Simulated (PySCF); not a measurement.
Compound: C6H10O.
Atom-mapped SMILES: `[CH3:1][CH2:2][O:3][C@@H:4]1[CH:5]=[CH:6][CH2:7]1`

Structure used (GFN2-xTB), in Å, numbered top down from 1:
```
atom  x, y, z in Å
C1     1.9084   -0.5032   -1.0186
C2     1.5343   -0.9325    0.3981
O3     0.1465   -0.9797    0.6398
C4    -0.4984    0.2619    0.6977
C5    -1.9056    0.2126    1.2427
C6    -2.4482    0.7300    0.1459
C7    -1.1534    0.8153   -0.6119
H8     1.6182    0.5285   -1.2007
H9     1.4095   -1.1406   -1.7443
H10    2.9835   -0.5916   -1.1522
H11    2.0175   -0.2616    1.1263
H12    1.8802   -1.9536    0.5808
H13    0.1422    1.0028    1.1998
H14   -2.2795   -0.1266    2.1903
H15   -3.4467    1.0123   -0.1340
H16   -0.8376    1.8119   -0.9198
H17   -1.0778    0.1263   -1.4499
```

Definitions: NICS(0) = −σiso at the ring centroid; NICS(1) = −σiso and NICS(1)zz = −σzz at ±1 Å along the ring normal z. Level: GIAO PBE0/pcSseg-1 (PySCF, non-relativistic, gas phase) on the GFN2-xTB geometry, one conformer.

Ring bond lengths (Å), with Mayer bond orders in brackets: C4–C5 1.510 (1.01), C5–C6 1.329 (1.79), C6–C7 1.503 (1.06), C7–C4 1.565 (1.00).

**Question.** What do the NICS probes read (ppm)?

**Answer.** 
```
       ring                                                    type  NICS(0)  NICS(1), two faces  NICS(1)zz, two faces  rms pucker (Å)  centre to ring atoms, mean (Å)
C4–C5–C6–C7  4-membered carbocycle; formal bonds 1 double, 3 single      1.1         -1.5 / -3.5            3.3 / -1.0            0.01                            1.04
```

**Question.** What do they say, and how far can they be read as aromaticity?

**Answer.** 
- C4–C5–C6–C7: mean NICS(1)zz 1.1 ppm, near zero. C4, C7 have four or more neighbours, so the value isn't read as a sign of a π ring current. The two faces differ by 4.3 ppm, so no symmetry operation interchanges them.

**Question.** What is the mean of the two in-plane components of NICS at the first NICS(1) probe listed for ring C4–C5–C6–C7, 1 Å off the ring?

**Answer.** The isotropic value is a third of the trace: (3 × -1.5 − (3.3))/2 = -3.9 ppm.

**Question.** Give the inner angles of the rings and the Hirshfeld charges of the ring atoms.

**Answer.** 
- C4–C5–C6–C7: C4 85.6° (+0.042 e), C5 94.0° (-0.056 e), C6 95.0° (-0.039 e), C7 85.3° (-0.086 e); sum 359.9° against 360° for a flat convex ring.

**Question.** How shielded are the nuclei of the rings and their hydrogens (means over atoms taken as equivalent)?

**Answer.** 
```tsv
atoms	environment	σ isotropic (ppm)	principal values of the symmetric part, first atom (ppm)
C4	sp3 carbon bound to oxygen	105.7	84.4, 84.9, 147.7
C5	alkene CH carbon	38.8	-66.4, 43.6, 139.2
C6	alkene CH carbon	40.5	-76.7, 41.9, 156.3
C7	allylic carbon	141.2	128.3, 138.6, 156.8
H13	methine hydrogen	27.55	24.9, 26.6, 31.1
H14	vinylic hydrogen	25.38	24.4, 25.2, 26.6
H15	vinylic hydrogen	25.30	24.0, 25.1, 26.8
H16	methylene hydrogen	28.95	26.3, 27.5, 33.0
H17	methylene hydrogen	29.19	26.4, 29.3, 31.9
```
